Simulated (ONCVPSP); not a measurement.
## Be ONCV: all-electron and pseudo phase curves

| Item | Value |
| --- | --- |
| Element | Be (Z = 4) |
| Generator | ONCVPSP 4.0.1 |
| Type | optimised norm-conserving Vanderbilt (ONCV) |
| Functional | PBE |
| Relativity | scalar-relativistic |
| Frozen core | [He] |
| Valence charge | 2 |
| Reference configuration | 2s2 |
| Partial waves | 2s: rc 1.70 bohr, ncon 4, nbas 8, qcut 4.7 1/bohr, 2 projectors, debl 3.3 Ha; p scattering state at 0.24 Ha: rc 1.40 bohr, ncon 4, nbas 7, qcut 6 1/bohr, 2 projectors, debl 1.6 Ha; d scattering state at 0.41 Ha: rc 1.70 bohr, ncon 5, nbas 9, qcut 5.5 1/bohr, 2 projectors, debl 0.6 Ha |
| Local potential | polynomial inside 1.30 bohr (lpopt 5, dvloc0 0 Ha) |
| Core correction | none |

The phase is arctan(r·R′/R) of the radial function R(r), unwrapped; energies in Ha, scanned from -2 to 5 Ha. A pole is an energy at which the radial function vanishes at the test radius. The pseudo phase is shifted by a multiple of π to meet the all-electron one at the reference energy, and phase errors are pseudo minus all-electron; the curves can meet again beyond the range given. Levels narrower than the energy grid can be missing from the lists of poles.

| channel | radius (bohr) | reference energy (Ha) | poles, all-electron | poles, pseudo | unbroken range about the reference energy with phases within 0.05 rad | phase error 1 Ha above the reference energy (rad) |
| --- | --- | --- | --- | --- | --- | --- |
| s | 1.73 | -0.21 | 2.01 | 2.00 | below 4.4 | -0.001 |
| p | 1.42 | 0.24 | 2.43 | 2.43 | the whole range | +0.000 |
| d | 1.73 | 0.41 | 4.12 | 4.12 | the whole range | +0.000 |

Phases in the p channel:

```csv
E (Ha),all-electron,pseudo
-1.98,1.003,1.003
-1.80,0.961,0.961
-1.62,0.910,0.910
-1.44,0.849,0.849
-1.26,0.773,0.774
-1.08,0.680,0.680
-0.90,0.562,0.562
-0.72,0.413,0.413
-0.54,0.229,0.229
-0.36,0.011,0.011
-0.18,-0.228,-0.228
0.00,-0.462,-0.462
0.18,-0.671,-0.671
0.36,-0.846,-0.846
0.54,-0.986,-0.986
0.72,-1.097,-1.097
0.90,-1.187,-1.187
1.08,-1.261,-1.261
1.26,-1.322,-1.322
1.44,-1.373,-1.373
1.62,-1.418,-1.418
1.80,-1.458,-1.458
1.98,-1.493,-1.493
2.16,-1.525,-1.525
2.34,-1.556,-1.556
2.52,-1.585,-1.585
2.70,-1.612,-1.612
2.88,-1.640,-1.640
3.06,-1.668,-1.668
3.24,-1.697,-1.697
3.42,-1.727,-1.727
3.60,-1.760,-1.760
3.78,-1.796,-1.796
3.96,-1.837,-1.837
4.14,-1.885,-1.884
4.32,-1.942,-1.940
4.50,-2.012,-2.010
4.68,-2.101,-2.097
4.86,-2.218,-2.212
```
